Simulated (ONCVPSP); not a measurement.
**Zr (Z = 40), ONCV: configuration errors across variants**

| Item | Value |
| --- | --- |
| Element | Zr (Z = 40) |
| Generator | ONCVPSP 4.0.1 |
| Type | optimised norm-conserving Vanderbilt (ONCV) |
| Functional | PBE |
| Relativity | scalar-relativistic |
| Frozen core | [Ar] 3d10 |
| Valence charge | 12 |
| Reference configuration | 4s2 4p6 4d2.5 5s1.5 |
| Partial waves | 4s+5s: rc 1.65 bohr, ncon 4, nbas 8, qcut 6 1/bohr, 2 projectors; 4p: rc 1.75 bohr, ncon 4, nbas 7, qcut 8.2 1/bohr, 2 projectors, debl 2.6 Ha; 4d: rc 2.65 bohr, ncon 3, nbas 8, qcut 6.7 1/bohr, 2 projectors, debl 4 Ha |
| Local potential | polynomial inside 1.30 bohr (lpopt 3, dvloc0 1 Ha) |
| Core correction | none |

All-electron excitation energies from the reference (eV): (1) 4s2 4p6 4d2 5s2 -0.514; (2) 4s2 4p6 4d2 5s1 6.623; (3) 4s2 4p6 4d2 5s0 19.564; (4) 4s2 4p6 4d2 5s1.5 2.366.

1 further variants failed, have other tests or another functional or relativity, and are left out.

Errors AE − PS in meV (a dash: test not solved or not reliable):

| change | (1) | (2) | (3) | (4) | bound ghosts | GHOST(+) flags above zero |
| --- | --- | --- | --- | --- | --- | --- |
| base | +1.6 | +0.1 | -3.1 | +1.0 | none | s |
| local potential polynomial inside 1.30 bohr (lpopt 3, dvloc0 2 Ha) | +1.6 | +0.1 | -3.2 | +0.9 | none | s |
| d: qcut 4.4 | +6.0 | -0.5 | -14 | +3.0 | none | s |
| p: rc 1.5 | +1.7 | +0.1 | -3.0 | +1.0 | none | s |
| s: qcut 5.8; p: qcut 7.9; d: qcut 6.5 | +1.7 | +0.1 | -3.5 | +1.0 | none | s |
| s: nbas 7 | +1.6 | +0.1 | -3.1 | +1.0 | none | s |

Question: Give the same row for: all radii scaled by about 1.09 (s 1.80, p 1.92, d 2.90 bohr); local potential polynomial inside 1.42 bohr (lpopt 3, dvloc0 1 Ha).

Answer: +2.3, +0.1, -5.1, +1.3; bound ghosts: none; GHOST(+) flags above zero: none.
